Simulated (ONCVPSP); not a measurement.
# Pd (Z = 46), ONCV: configuration errors across variants

- Element: Pd (Z = 46)
- Generator: ONCVPSP 4.0.1
- Type: optimised norm-conserving Vanderbilt (ONCV)
- Functional: PBE
- Relativity: scalar-relativistic
- Frozen core: [Ar] 3d10
- Valence charge: 18
- Reference configuration: 4s2 4p6 4d10
- Partial waves: 4s: rc 1.05 bohr, ncon 4, nbas 7, qcut 7.9 1/bohr, 2 projectors, debl 3.4 Ha; 4p: rc 1.35 bohr, ncon 4, nbas 8, qcut 9.7 1/bohr, 2 projectors, debl 0.6 Ha; 4d: rc 1.30 bohr, ncon 3, nbas 8, qcut 7.4 1/bohr, 2 projectors, debl 2.6 Ha; f scattering state at 0.1 Ha: rc 1.20 bohr, ncon 3, nbas 7, qcut 9.2 1/bohr, 2 projectors, debl 1.3 Ha
- Local potential: polynomial inside 0.75 bohr (lpopt 3, dvloc0 0 Ha)
- Core correction: Teter function fitted to the true core (icmod 2), fcfact 0.45

In the p channel the program set the typed energies aside and used -1.882, 0.250 Ha.

All-electron excitation energies from the reference (eV): (1) 4s2 4p6 4d9 9.115; (2) 4s2 4p6 4d8 29.934; (3) 4s2 4p5 4d10 57.165.

1 further variants failed, have other tests or too few solved ones, and are left out.

A true bound ghost makes a file unfit for plane-wave use even where its test errors are small: the radial tests pick states by their node count and pass the ghost by.

Errors AE − PS in meV (a dash: test not solved or not reliable):

```tsv
change	(1)	(2)	(3)	bound ghosts	GHOST(+) flags above zero
base	-3.6	-11	-64	none	s
p: debl 2.95	-3.6	-11	-64	none	s
s: nbas 9	-3.6	-11	-64	none	s
p: ncon 3, nbas 7	-3.6	-11	-68	none	s
d: nproj 3	-3.5	-10	-64	none	s, d
all radii but the core radius scaled by about 0.82 (s 0.86, p 1.10, d 1.06, f 0.98 bohr); local potential polynomial inside 0.62 bohr (lpopt 3, dvloc0 0 Ha)	-3.8	-11	-41	s	f
```

(1) Give the same row for: s: rc 1.4.

Answers

(1) -3.7, -11, -62; bound ghosts: none; GHOST(+) flags above zero: s.
